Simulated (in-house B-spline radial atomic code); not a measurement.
Configurations of Ir IX (Ir8+), with energies counted from [Xe] 4f14 (5d3/2)1. All numbers are computed (Dirac-Hartree-Fock, average of each configuration as written; Fermi nucleus of rms radius 5.4032 fm) with a B-spline radial code for spherical atoms, not measured. Energies include first-order Breit, QED and recoil terms.

Occupations are held fixed; configurations that lie above the ionisation limit could autoionise.

| configuration | E - E(ref) (eV) | highest orbital | its <r> (bohr) |
| --- | --- | --- | --- |
| [Xe] 4f14 6s1 | 24.402 | 6s1/2 | 1.946 |
| [Xe] 4f14 (7g7/2)1 | 98.84 | 7g7/2 | 6.862 |
| [Xe] 4f14 (8g9/2)1 | 104.21 | 8g9/2 | 9.323 |
| [Kr] 4d10 4f14 5s2 (5p1/2)2 (5p3/2)3 (5d5/2)1 9s1 | 149.3 | 9s1/2 | 6.894 |
| [Xe] (4f5/2)5 (4f7/2)8 (5d3/2)1 (8p1/2)1 | 163.58 | 8p1/2 | 5.211 |
| [Kr] (4d3/2)3 (4d5/2)6 4f14 5s2 5p6 (5d5/2)1 6s1 | 354.83 | 6s1/2 | 1.921 |

Task: Order these further configurations by energy, lowest first.
A. [Xe] (4f5/2)5 (4f7/2)8 (5d3/2)1 9s1
B. [Xe] 4f14 (7f7/2)1
C. [Xe] 4f14 (9p3/2)1
D. [Kr] 4d10 4f14 5s2 (5p1/2)2 (5p3/2)3 (5d5/2)1 (7f5/2)1
E. [Xe] 4f14 (5g7/2)1

Result: E (77.087 eV), B (91.144 eV), C (97.436 eV), D (145.32 eV), A (171.56 eV).

Task: How far above the reference does [Kr] 4d10 4f14 5s2 (5p1/2)2 (5p3/2)3 (5d5/2)1 (5f5/2)1 lie?

Result: 105.88 eV; its least bound orbital is 5f5/2 with <r> = 1.937 bohr.
